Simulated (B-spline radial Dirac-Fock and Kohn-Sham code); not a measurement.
The Ag-like isoelectronic sequence (47 electrons), Z = 55 to 67

Calculated with a B-spline atomic structure program, using Dirac-Fock (average of configuration) total-energy differences with a finite nucleus, the Breit interaction including its frequency dependence, and self-energy and vacuum-polarisation corrections. Binding energies in eV, tabulated ground configurations. No correlation.

```tsv
ion	configuration	2s	2p1/2	3p1/2	3d3/2	outermost level	NIST ionisation energy
Cs⁸⁺	[Kr] 4d10 5s1	5842.1	5481.5	1189.0	859.4	123.8 (5s)	125.61 ± 0.09
Ba⁹⁺	[Kr] 4d10 5s1	6135.0	5764.9	1278.2	934.7	144.7 (5s)	146.52 ± 0.12
La¹⁰⁺	[Kr] 4d10 5s1	6437.1	6057.2	1371.1	1013.1	166.8 (5s)	168.77 ± 0.12
Ce¹¹⁺	[Kr] 4d10 5s1	6748.3	6358.6	1467.8	1094.9	190.3 (5s)	192.24 ± 0.12
Pr¹²⁺	[Kr] 4d10 5s1	?	?	?	?	?	?
Nd¹³⁺	[Kr] 4d10 5s1	7398.7	6988.9	1672.6	1268.0	241.0 (5s)	243 ± 0.2
Pm¹⁴⁺	[Kr] 4d10 5s1	7738.1	7318.0	1780.7	1359.4	268.3 (5s)	269 ± 3
Sm¹⁵⁺	[Kr] 4d10 4f1	8075.3	7645.3	1879.1	1440.8	304.4 (4f)	306.5 ± 0.5
Eu¹⁶⁺	[Kr] 4d10 4f1	8433.1	7992.6	1994.0	1537.8	342.3 (4f)	344.4 ± 0.5
Gd¹⁷⁺	[Kr] 4d10 4f1	8800.8	8349.7	2112.8	1638.0	382.0 (4f)	384.4 ± 2.5
Tb¹⁸⁺	[Kr] 4d10 4f1	9178.5	8716.6	2235.6	1741.4	423.5 (4f)	426.6 ± 2.5
Dy¹⁹⁺	[Kr] 4d10 4f1	9566.2	9093.5	2362.3	1848.0	466.8 (4f)	464.9 ± 2.5
Ho²⁰⁺	[Kr] 4d10 4f1	9964.2	9480.4	2493.0	1957.8	511.9 (4f)	510 ± 4
```

**Question.** Fill in the row of Pr¹²⁺.

**Answer.** 2s 7068.8, 2p1/2 6669.1, 3p1/2 1568.3, 3d3/2 1179.8, outermost 215.0 (5s), NIST 217.02 ± 0.12 eV.

NIST's values are for the lowest levels; a dash marks a value that is missing or belongs to another shell. Their kind here: semi-empirical, theoretical. Where a p, d or f shell is open in either ion the computed value averages over both j values and all terms, while the table refers to the lowest levels; that difference holds spin-orbit splitting (largest in heavy or highly charged ions), term energies where several electrons share open shells, and correlation, and it can reach 10 % or more.
